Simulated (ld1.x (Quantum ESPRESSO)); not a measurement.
# Ce (Z = 58), TM: configuration errors across variants

cerium (Ce), norm-conserving Troullier–Martins (Kleinman–Bylander form), made with ld1.x (Quantum ESPRESSO) 7.5 (PBEsol, scalar-relativistic). Core [Kr] 4d10 5s2, reference 4f1 5p6 5d1 6s1 6p0 (charge +1). Waves: 6s (bound): rc 2.75 bohr; 5d (bound): rc 3.55 bohr; 4f (bound): rc 0.85 bohr; 5p (bound): rc 2.10 bohr. Local part: the p channel. Core correction: none.

All-electron excitation energies from the reference (eV): (1) 4f1 5p6 5d1 6s0 6p0 11.037; (2) 4f1 5p6 5d0 6s0 6p0 30.174; (3) 4f1 5p5 5d1 6s2 6p0 21.769; (4) 4f1 5p6 5d1 6s1.5 6p0 -3.646; (5) 4f0 5p6 5d0 6s0 6p0 67.996.

Tests that are not counted but printed errors over 1 eV. “base”: 4f1 5p6 5d1 6s2 6p0 (pseudo-atom not self-consistent, printed error +3.5 eV); 4f1 5p6 5d1.5 6s1.5 6p0 (pseudo-atom not self-consistent, printed error +7.9 eV). “wave 5d (bound): rc 3.55 bohr becomes 5d (bound): rc 2.22 bohr”: 4f1 5p6 5d1 6s2 6p0 (pseudo-atom not self-consistent, printed error +1.8 eV); 4f1 5p6 5d1.5 6s1.5 6p0 (pseudo-atom not self-consistent, printed error +6.3 eV). “wave 5d (bound): rc 3.55 bohr becomes 5d (bound): rc 2.56 bohr”: 4f1 5p6 5d1 6s2 6p0 (pseudo-atom not self-consistent, printed error +4.3 eV); 4f1 5p6 5d1.5 6s1.5 6p0 (pseudo-atom not self-consistent, printed error +6.0 eV). “wave 5d (bound): rc 3.55 bohr becomes 5d (bound): rc 3.02 bohr”: 4f1 5p6 5d1 6s2 6p0 (pseudo-atom not self-consistent, printed error +10.4 eV); 4f1 5p6 5d1.5 6s1.5 6p0 (pseudo-atom not self-consistent, printed error -128 eV). “wave 5d (bound): rc 3.55 bohr becomes 5d (bound): rc 3.30 bohr”: 4f1 5p6 5d1 6s2 6p0 (pseudo-atom not self-consistent, printed error +3.2 eV); 4f1 5p6 5d1.5 6s1.5 6p0 (pseudo-atom not self-consistent, printed error +9.6 eV).

A true bound ghost makes a file unfit for plane-wave use even where its test errors are small: the radial tests pick states by their node count and pass the ghost by. Where a test does run into it, the solver fails or the error is huge.

Errors AE − PS in meV (a dash: test not solved or not reliable):

| change | (1) | (2) | (3) | (4) | (5) | bound ghosts |
| --- | --- | --- | --- | --- | --- | --- |
| base | +5.2 | +45 | -258 | -9.1 | +370 | s |
| wave 5d (bound): rc 3.55 bohr becomes 5d (bound): rc 2.22 bohr | +5.4 | +38 | -255 | -9.0 | +338 | s |
| wave 5d (bound): rc 3.55 bohr becomes 5d (bound): rc 2.56 bohr | +5.4 | +38 | -255 | -9.0 | +333 | s |
| wave 5d (bound): rc 3.55 bohr becomes 5d (bound): rc 3.02 bohr | +5.4 | +38 | -255 | -9.0 | +331 | s |
| wave 5d (bound): rc 3.55 bohr becomes 5d (bound): rc 3.30 bohr | +5.4 | +40 | -256 | -9.0 | +342 | s |
| wave 5d (bound): rc 3.55 bohr becomes 5d (bound): rc 3.74 bohr | +4.9 | +52 | -261 | -9.2 | +400 | s |
| wave 5d (bound): rc 3.55 bohr becomes 5d (bound): rc 4.00 bohr | +3.9 | +71 | -266 | -9.3 | +471 | s |
| wave 5d (bound): rc 3.55 bohr becomes 5d (bound): rc 4.24 bohr | +2.8 | +91 | -272 | -9.4 | +539 | s |
| wave 5d (bound): rc 3.55 bohr becomes 5d (bound): rc 4.70 bohr | -1.4 | +153 | -286 | -10.0 | +734 | s |
| wave 5d (bound): rc 3.55 bohr becomes 5d (bound): rc 5.08 bohr | -6.9 | +227 | -301 | -11 | +941 | s |

(1) Give the same row for: wave 5d (bound): rc 3.55 bohr becomes 5d (bound): rc 5.32 bohr.

## Answers

(1) -12, +291, -314, -11, +1111; bound ghosts: s. Not counted: 4f1 5p6 5d1 6s2 6p0 (pseudo-atom not self-consistent, printed error +3.1 eV); 4f1 5p6 5d1.5 6s1.5 6p0 (pseudo-atom not self-consistent, printed error +13.3 eV).
